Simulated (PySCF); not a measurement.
A structure optimised at PBE-D3(BJ)/def2-SVP, used in a PySCF frequency run:

```xyz
12

B      0.6471     0.0358     0.0000
O      1.9818    -0.2807     0.0000
H      2.1267    -1.2418     0.0000
O      0.3712     1.3713     0.0000
C     -0.9278     1.9210     0.0000
H     -1.0639     2.5582    -0.8990
H     -1.0639     2.5582     0.8990
H     -1.7265     1.1449     0.0000
Si    -0.8011    -1.4244     0.0000
H     -1.6995    -1.3591     1.2110
H     -1.6995    -1.3591    -1.2110
H     -0.1514    -2.7890     0.0000
```

Problem. Write its SMILES, formula and point group.

Solution. COB(O)[SiH3], CH7BO2Si, Cs

Problem. What are its rotational constants (standard atomic weights)?

Solution. 4.3081, 3.0550, 1.8474 GHz
